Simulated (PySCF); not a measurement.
## Structure from 2D NMR

Compound of formula C$_{5}$H$_{13}$NSi$_{2}$. Correlations simulated from computed shifts and the bond graph:

HSQC (one-bond C–H):
```csv
δH,δC
6.36,147.9
5.65,123.5
5.26,123.5
4.32,88.7
4.07,88.7
2.00,25.8
```

COSY cross peaks (H two or three bonds apart, from the bond graph; peaks can be absent where the dihedral angle is near 90°):
```csv
δH,δH
6.36,4.32
6.36,4.07
5.65,5.26
5.12,3.39
4.32,4.07
```

HMBC (two and three bonds, from the bond graph):
```csv
δH,δC
6.36,"155.4, 88.7"
5.65,"155.4, 25.8"
5.26,"155.4, 25.8"
5.12,"155.4, 147.9"
4.32,147.9
4.07,147.9
2.00,"155.4, 123.5"
```

Carbons without hydrogens: δ 155.4.

[PySCF: NMR shieldings at PBE0/pcSseg-1/GIAO; geometry: GFN2-xTB; fast rotation and ring inversion assumed for equivalent nuclei; no solvent model; a single conformation; non-relativistic]

Scale: TMS for 1H (σ = 31.72 ppm), 13C (σ = 186.93 ppm) (reference shieldings calculated alike).

Exchangeable hydrogens are left out of these lists.

Problem. Work out the connectivity.

Solution. `C(N(C=C)[SiH2][SiH3])(=C)C`.

Numbering as in the mapped SMILES `[CH2:1]=[CH:2][N:3]([SiH2:4][SiH3:5])[C:6](=[CH2:7])[CH3:8]`. Hydrogens are named by the atom that carries them. Ha(C1), Ha(C7) are cis to N3; Hb(C1), Hb(C7) are trans to N3.

- δC 155.4 is C6, an alkene carbon bearing nitrogen.
- δC 147.9 is C2, an alkene carbon bearing nitrogen (δH 6.36).
- δC 123.5 is C7, a β carbon of an enol-ether or enamine type C=C (δH 5.65, 5.26).
- δC 88.7 is C1, a β carbon of an enol-ether or enamine type C=C (δH 4.07, 4.32).
- δC 25.8 is C8, an allylic methyl carbon (δH 2.00).
- HMBC from δH 6.36 reaches the proton-free carbon C6.
- HMBC from δH 5.65 reaches the proton-free carbon C6.
- HMBC from δH 5.26 reaches the proton-free carbon C6.
- HMBC from δH 5.12 reaches the proton-free carbon C6.
- COSY links 6.36–4.32, 6.36–4.07, 5.65–5.26, 5.12–3.39, 4.32–4.07.

The shifts were computed for this structure.

Shifts are as computed. Against solution values, carbons near 30 ppm lie about +3 ppm off and those near 130 ppm about +5 ppm. Of 1309 compounds with measured shifts, 239 miss one by over three times the rms of a fit or turn the order of signals round; such compounds aren't used in these exercises.
